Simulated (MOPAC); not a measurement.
Input for MOPAC: PM3 on C3H8O (SMILES CCCO), a point of a torsion scan.

```
PM3 1SCF PRECISE CHARGE=0 THREADS=1
C3H8O

C     -1.17503560 1     0.77862787 1     0.14695491 1
C     -0.44138255 1    -0.48757678 1    -0.28543732 1
C      0.95847489 1    -0.59518475 1     0.32754335 1
O      0.96017344 1    -0.62348202 1     1.73407121 1
H     -2.11955315 1     0.86415731 1    -0.38449822 1
H     -0.57837859 1     1.66277086 1    -0.07295514 1
H     -1.39514052 1     0.75965669 1     1.21292805 1
H     -1.02514101 1    -1.36116844 1     0.01106153 1
H     -0.33595443 1    -0.50120590 1    -1.37127562 1
H      1.42950773 1    -1.53028461 1     0.01629707 1
H      1.57799319 1     0.24058216 1    -0.03388209 1
H      0.54089771 1     0.18269082 1     2.05409869 1
```

Program output:

```
*******************************************************************************
 **                                                                           **
 **                              MOPAC v23.2.5                                **
 **                                                                           **
 *******************************************************************************
 ** MOPAC's Digital Object Identifier: https://doi.org/10.5281/zenodo.6511958 **
 **                                                                           **
 ** Please cite the open-source release paper for use of this MOPAC version:  **
 ** J. E. Moussa and J. J. P. Stewart (2026)                                  **
 ** MOPAC: An open-source semiempirical molecular orbital program             **
 ** J. Open Source Softw., 11(119), 8025, https://doi.org/10.21105/joss.08025 **
 *******************************************************************************

                              PM3 CALCULATION RESULTS

 *******************************************************************************
 *  PM3        - The PM3 Hamiltonian to be used
 *
 *
 *
 *                 CHARGE ON SYSTEM = 0
 *
 *
 *
 *  PRECISE    - TIGHTER CRITERIA TO BE USED
 *  1SCF       - DO 1 SCF AND THEN STOP
 *  THREADS=1  - MULTI-THREADING NOT USED
 *  T=         - A TIME OF 172800.0 SECONDS REQUESTED
 *  DUMP=N     - RESTART FILE WRITTEN EVERY 7200.0 SECONDS REQUESTED
 *******************************************************************************
PM3 1SCF PRECISE CHARGE=0 THREADS=1
 C3H8O

   ATOM   CHEMICAL          X               Y               Z
  NUMBER   SYMBOL      (ANGSTROMS)     (ANGSTROMS)     (ANGSTROMS)

     1       C         -1.17503560  *   0.77862787  *   0.14695491  *
     2       C         -0.44138255  *  -0.48757678  *  -0.28543732  *
     3       C          0.95847489  *  -0.59518475  *   0.32754335  *
     4       O          0.96017344  *  -0.62348202  *   1.73407121  *
     5       H         -2.11955315  *   0.86415731  *  -0.38449822  *
     6       H         -0.57837859  *   1.66277086  *  -0.07295514  *
     7       H         -1.39514052  *   0.75965669  *   1.21292805  *
     8       H         -1.02514101  *  -1.36116844  *   0.01106153  *
     9       H         -0.33595443  *  -0.50120590  *  -1.37127562  *
    10       H          1.42950773  *  -1.53028461  *   0.01629707  *
    11       H          1.57799319  *   0.24058216  *  -0.03388209  *
    12       H          0.54089771  *   0.18269082  *   2.05409869  *



          CARTESIAN COORDINATES

    NO.       ATOM           X           Y           Z

     1         C         -1.1750      0.7786      0.1470
     2         C         -0.4414     -0.4876     -0.2854
     3         C          0.9585     -0.5952      0.3275
     4         O          0.9602     -0.6235      1.7341
     5         H         -2.1196      0.8642     -0.3845
     6         H         -0.5784      1.6628     -0.0730
     7         H         -1.3951      0.7597      1.2129
     8         H         -1.0251     -1.3612      0.0111
     9         H         -0.3360     -0.5012     -1.3713
    10         H          1.4295     -1.5303      0.0163
    11         H          1.5780      0.2406     -0.0339
    12         H          0.5409      0.1827      2.0541

  H: (PM3): J. J. P. STEWART, J. COMP. CHEM. 10, 209 (1989).
  C: (PM3): J. J. P. STEWART, J. COMP. CHEM. 10, 209 (1989).
  O: (PM3): J. J. P. STEWART, J. COMP. CHEM. 10, 209 (1989).

           Empirical Formula: C3 H8 O  =    12 atoms



      MOLECULAR POINT GROUP   :   C1


      RHF CALCULATION, NO. OF DOUBLY OCCUPIED LEVELS = 13


 -------------------------------------------------------------------------------
 PM3 1SCF PRECISE CHARGE=0 THREADS=1
 C3H8O



     1SCF WAS SPECIFIED, SO BFGS WAS NOT USED
     SCF FIELD WAS ACHIEVED


                              PM3 CALCULATION
                                                       MOPAC v23.2.5 Linux




          FINAL HEAT OF FORMATION =        -62.92345 KCAL/MOL =    -263.27172 KJ/MOL


          COSMO AREA              =        105.03 SQUARE ANGSTROMS
          COSMO VOLUME            =         89.90 CUBIC ANGSTROMS

          IONIZATION POTENTIAL    =         11.072964 EV
          HOMO LUMO ENERGIES (EV) =        -11.073  3.324
          NO. OF FILLED LEVELS    =         13
          MOLECULAR WEIGHT        =         60.0956         POINT GROUP:  C1

          MOLECULAR DIMENSIONS (Angstroms)

            Atom       Atom       Distance
            H    10    H     5     4.29998
            H    12    H     9     3.53996
            H    11    H     8     2.70513


          SCF CALCULATIONS        =          1





   ATOM   CHEMICAL          X               Y               Z
  NUMBER   SYMBOL      (ANGSTROMS)     (ANGSTROMS)     (ANGSTROMS)

     1       C         -1.17503560  *   0.77862787  *   0.14695491  *
     2       C         -0.44138255  *  -0.48757678  *  -0.28543732  *
     3       C          0.95847489  *  -0.59518475  *   0.32754335  *
     4       O          0.96017344  *  -0.62348202  *   1.73407121  *
     5       H         -2.11955315  *   0.86415731  *  -0.38449822  *
     6       H         -0.57837859  *   1.66277086  *  -0.07295514  *
     7       H         -1.39514052  *   0.75965669  *   1.21292805  *
     8       H         -1.02514101  *  -1.36116844  *   0.01106153  *
     9       H         -0.33595443  *  -0.50120590  *  -1.37127562  *
    10       H          1.42950773  *  -1.53028461  *   0.01629707  *
    11       H          1.57799319  *   0.24058216  *  -0.03388209  *
    12       H          0.54089771  *   0.18269082  *   2.05409869  *

                             CARTESIAN COORDINATES

   1    C       -1.175035600     0.778627870     0.146954910
   2    C       -0.441382550    -0.487576780    -0.285437320
   3    C        0.958474890    -0.595184750     0.327543350
   4    O        0.960173440    -0.623482020     1.734071210
   5    H       -2.119553150     0.864157310    -0.384498220
   6    H       -0.578378590     1.662770860    -0.072955140
   7    H       -1.395140520     0.759656690     1.212928050
   8    H       -1.025141010    -1.361168440     0.011061530
   9    H       -0.335954430    -0.501205900    -1.371275620
  10    H        1.429507730    -1.530284610     0.016297070
  11    H        1.577993190     0.240582160    -0.033882090
  12    H        0.540897710     0.182690820     2.054098690


           Empirical Formula: C3 H8 O  =    12 atoms



      MOLECULAR POINT GROUP   :   C1


                  EIGENVALUES
 -39.35102 -33.44892 -26.42524 -21.10405 -17.89333 -16.52539 -15.56346 -14.88396
 -13.86286 -12.97906 -12.37029 -11.96055 -11.07296   3.32446   3.53972   3.66153
   3.87901   3.89120   4.14496   4.34569   4.63624   4.77616   4.81957   5.70151


              NET ATOMIC CHARGES AND DIPOLE CONTRIBUTIONS

  ATOM NO.   TYPE          CHARGE      No. of ELECS.   s-Pop       p-Pop
    1          C          -0.110175        4.1102     1.13602     2.97415
    2          C          -0.145951        4.1460     1.16771     2.97824
    3          C           0.069783        3.9302     1.15078     2.77944
    4          O          -0.314026        6.3140     1.81309     4.50093
    5          H           0.042521        0.9575     0.95748
    6          H           0.038634        0.9614     0.96137
    7          H           0.037988        0.9620     0.96201
    8          H           0.060803        0.9392     0.93920
    9          H           0.056785        0.9432     0.94321
   10          H           0.054646        0.9454     0.94535
   11          H           0.021995        0.9780     0.97800
   12          H           0.186996        0.8130     0.81300
 DIPOLE           X         Y         Z       TOTAL
 POINT-CHG.    -0.354     0.548    -0.779     1.016
 HYBRID        -0.331     0.547    -0.137     0.654
 SUM           -0.685     1.095    -0.917     1.584


          ATOMIC ORBITAL ELECTRON POPULATIONS

     Atom    s        px        py        pz
    1  C   1.13602   0.99874   0.97067   1.00474
    2  C   1.16771   0.98095   0.98852   1.00877
    3  C   1.15078   0.94215   0.99868   0.83861
    4  O   1.81309   1.83911   1.47616   1.18566
    5  H   0.95748
    6  H   0.96137
    7  H   0.96201
    8  H   0.93920
    9  H   0.94321
   10  H   0.94535
   11  H   0.97800
   12  H   0.81300

 **********************
 *                    *
 * JOB ENDED NORMALLY *
 *                    *
 **********************




 == MOPAC DONE ==
```

The run finished.

Cost: around 0.03 core-seconds (rough).
